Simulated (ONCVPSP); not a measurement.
# Plane-wave convergence, ONCV potential for F (Z = 9)

fluorine (F), optimised norm-conserving Vanderbilt (ONCV), made with ONCVPSP 4.0.1 (LDA (Perdew-Zunger), non-relativistic). Core [He], reference 2s2 2p5. Waves: 2s: rc 0.80 bohr, ncon 3, nbas 7, qcut 10 1/bohr, 2 projectors, debl 2.6 Ha; 2p: rc 1.75 bohr, ncon 5, nbas 10, qcut 7.3 1/bohr, 1 projector; d scattering state at 0.28 Ha: rc 1.60 bohr, ncon 4, nbas 9, qcut 5.7 1/bohr, 2 projectors, debl 4 Ha. Local part: polynomial inside 0.60 bohr (lpopt 2, dvloc0 -1 Ha). Core correction: Teter function, fcfact 2.25, rcfact 1.4.

For each optimised wave give the share of its norm inside rc, the residual kinetic energy above qcut (Ha) and the cutoffs (Ha) for errors of 10, 1, 0.1 and 0.01 mHa per electron.

| wave | norm inside rc | residual KE | 10 mHa | 1 mHa | 0.1 mHa | 0.01 mHa |
| --- | --- | --- | --- | --- | --- | --- |
| 2s | 0.373 | 2.8e-04 | 30.6 | 43.0 | 108.6 | 282.4 |
| s projector 2 | 0.100 | 1.7e-04 | 27.2 | 41.1 | 53.7 | 187.2 |
| 2p | 0.861 | 8.1e-05 | 18.4 | 22.5 | 26.9 | 96.2 |
| d projector 1 | 0.006 | 2.7e-06 | 0.9 | 3.0 | 8.2 | 13.4 |
| d projector 2 | 0.164 | 8.8e-03 | 15.8 | 31.4 | 124.7 | 149.4 |

The occupied waves need 43 Ha and 109 Ha for 1 and 0.1 mHa. Rows with under 1 % of the norm inside rc give no meaningful cutoff. Note: no bound ghost flagged; GHOST(+) flagged for d at 66.7 eV. Its largest configuration-test error is +2212 meV.
